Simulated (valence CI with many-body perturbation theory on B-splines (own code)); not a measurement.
# Which ion has this spectrum?

A relativistic CI+MBPT calculation for an atom or ion with 8 electrons gives these levels (Ry):

| J | Parity | E | g |
| --- | --- | --- | --- |
| 2 | even | 0.00 | 1.31 |
| 0 | even | 4.03 |  |
| 1 | even | 74.53 | 1.47 |
| 2 | even | 75.89 | 1.13 |
| 2 | odd | 101.46 | 1.47 |
| 1 | odd | 107.05 | 1.16 |
| 0 | even | 152.01 |  |
| 0 | odd | 176.78 |  |
| 1 | odd | 179.47 | 1.27 |
| 0 | even | 211.17 |  |
| 2 | odd | 550.20 | 1.49 |
| 1 | odd | 550.81 | 1.15 |
| 1 | even | 558.23 | 1.48 |
| 2 | even | 558.35 | 1.16 |

The energies are calculated, and their last digits are not significant.

Q: Which is it?
A. Hf64+
B. Tm61+
C. Dy58+
D. Lu63+

A: B. Tm61+, ground level (2s^2 2p1/2^2 2p3/2^2) J=2.
